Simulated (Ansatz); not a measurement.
(1) Predict a relaxed structure of GeMe4 (C₄H₁₂Ge), charge 0, singlet, at PBE-D4/def2-SVP (Ansatz).

## Answers

(1) 
```xyz
17

Ge    0.0000    0.0000    0.0000
C    -1.3514    0.1316   -1.4317
H    -2.3679    0.2372   -1.0024
H    -1.3368   -0.7753   -2.0689
H    -1.1545    1.0114   -2.0766
C     1.7921   -0.1932   -0.8030
H     2.5687   -0.2656   -0.0153
H     2.0299    0.6786   -1.4450
H     1.8452   -1.1078   -1.4270
C    -0.3881   -1.5714    1.1284
H     0.3626   -1.6672    1.9384
H    -0.3678   -2.5014    0.5255
H    -1.3902   -1.4818    1.5936
C    -0.0525    1.6330    1.1062
H    -1.0531    1.7631    1.5652
H     0.1662    2.5296    0.4921
H     0.6978    1.5792    1.9203
```
Point group Td (tolerance 0.1 Å). This is one stationary point.
